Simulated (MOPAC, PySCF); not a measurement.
C4H12GeO4, SMILES `[Ge]([O]C)([O]C)([O]C)[O]C`, neutral singlet in the gas phase. 

Cartesian coordinates (Å):
SMILES: C[O][Ge]([O]C)([O]C)[O]C
```xyz
21

C      0.7101     2.5869    -0.6489
O      0.2869     1.6932     0.3534
Ge     0.0002     0.0000     0.0001
O     -0.8924    -0.0509    -1.5081
C     -1.0707    -1.2578    -2.2109
O      1.4373    -0.9757    -0.2371
C      2.2500    -1.3550     0.8483
O     -0.8314    -0.6665     1.3922
C     -1.8895     0.0259     2.0115
H      1.7721     2.4335    -0.9117
H      0.1088     2.4938    -1.5692
H      0.5990     3.6115    -0.2623
H     -0.1272    -1.8199    -2.3168
H     -1.8108    -1.9128    -1.7175
H     -1.4465    -1.0153    -3.2166
H      2.9407    -2.1384     0.5007
H      1.6593    -1.7579     1.6885
H      2.8529    -0.5086     1.2230
H     -1.6408     1.0846     2.1969
H     -2.0952    -0.4583     2.9783
H     -2.8128    -0.0123     1.4061
```
Charge 0, spin multiplicity 1.

All levels are single points at this geometry (PBE0-D3(BJ)/def2-SVP); Pople sets use spherical d functions. Orbital energies aren't observables, and empty levels follow the basis.

PBE-D3(BJ)/def2-TZVP in PySCF gives HOMO (eV) = -6.45.

Task: Estimate the HOMO (eV) from each of these levels: B3LYP-D3(BJ)/def2-TZVP in PySCF; M06-2X/def2-TZVP in PySCF; HF/6-31G* in PySCF; HF/STO-3G in PySCF; AM1 in MOPAC.

Result: 
| level | HOMO (eV) |
|---|---|
| B3LYP-D3(BJ)/def2-TZVP in PySCF | -7.81 |
| M06-2X/def2-TZVP in PySCF | -9.70 |
| HF/6-31G* in PySCF | -12.02 |
| HF/STO-3G in PySCF | -8.58 |
| AM1 in MOPAC | -10.95 |
